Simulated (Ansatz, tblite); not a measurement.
Cost and result up the ladder for GeMeCl3 (CH3Cl3Ge) (8 atoms). Total charge 0; singlet. Geometry: r2SCAN-D4/def2-SVP.

```
atom    x (Å)    y (Å)    z (Å)
 Ge1   0.4868  -0.3654   0.5284
  C2  -0.6762   0.5075  -0.7338
  H3  -0.0684   1.0962  -1.4352
  H4  -1.3646   1.1696  -0.1900
  H5  -1.2470  -0.2543  -1.2832
 Cl6  -0.6384  -1.5002   1.9666
 Cl7   1.6744   1.0644   1.6090
 Cl8   1.8334  -1.7178  -0.4618
```

Ansatz on 4 threads of Intel Xeon on a shared host; xTB runs through tblite on one thread. Times are rough, summed over both states, and most runs start from the orbitals of an earlier one. No level here is sound enough to serve as a yardstick. The other state is a doublet.

The xTB rows come from tblite. LC-ωPBE has ω = 0.4 bohr⁻¹. HOMO above LUMO, or a gap near zero within one spin, warns that the state may not be the lowest or that an electron is smeared out.

Raw xTB energies of ions are shifted by several eV.

| level | functions | wall time |
| --- | --- | --- |
| GFN1-xTB | 46 | 0.026 s |
| GFN2-xTB | 43 | 0.026 s |
| PBE-D4/def2-TZVP (with forces) | 208 | 11 s |
| LC-ωPBE/def2-TZVP | 208 | 28 s |

Task: Estimate what each level gives for the vertical IE (eV).

Result: 
```csv
level,vertical IE (eV),remarks
GFN1-xTB,14.73,–
GFN2-xTB,14.44,–
PBE-D4/def2-TZVP (with forces),10.52,gap within one spin near zero (+1 doublet)
LC-ωPBE/def2-TZVP,11.79,–
```
